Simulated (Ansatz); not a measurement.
Mulliken charges of C2H4AlBO, SMILES `BC#C[O][AlH2]` from PBE/def2-TZVPP in Ansatz (PBE0-D4/def2-TZVP geometry).

```json
{"atom": "B1", "x (Å)": "-2.047", "y (Å)": "1.542", "z (Å)": "0.602", "charge (e)": "-0.089"}
{"atom": "C2", "x (Å)": "-0.844", "y (Å)": "0.869", "z (Å)": "0.049", "charge (e)": "-0.129"}
{"atom": "C3", "x (Å)": "0.141", "y (Å)": "0.316", "z (Å)": "-0.404", "charge (e)": "0.154"}
{"atom": "O4", "x (Å)": "1.174", "y (Å)": "-0.240", "z (Å)": "-0.898", "charge (e)": "-0.248"}
{"atom": "Al5", "x (Å)": "2.019", "y (Å)": "-1.689", "z (Å)": "-0.443", "charge (e)": "0.475"}
{"atom": "H6", "x (Å)": "-2.641", "y (Å)": "1.060", "z (Å)": "1.523", "charge (e)": "0.009"}
{"atom": "H7", "x (Å)": "-2.433", "y (Å)": "2.573", "z (Å)": "0.133", "charge (e)": "0.011"}
{"atom": "H8", "x (Å)": "3.251", "y (Å)": "-1.984", "z (Å)": "-1.368", "charge (e)": "-0.091"}
{"atom": "H9", "x (Å)": "1.469", "y (Å)": "-2.493", "z (Å)": "0.790", "charge (e)": "-0.092"}
```

**Question.** By hand: the dipole of these point charges (1 e Å = 4.8032 D).

**Answer.** Σ q r = (0.499, -0.496, -0.043) e Å, of length 0.705 e Å = 3.39 D.

**Question.** How does the dipole of the full density compare? (Estimate.)

**Answer.** The calculation gave: (0.625, -0.568, -0.101) e Å, 4.09 D; the point charges give 0.83 times that, at 4° from its direction.

Point charges leave out the atoms' own dipoles, such as those of lone pairs, and Mulliken's split depends on the basis, so the two needn't agree.
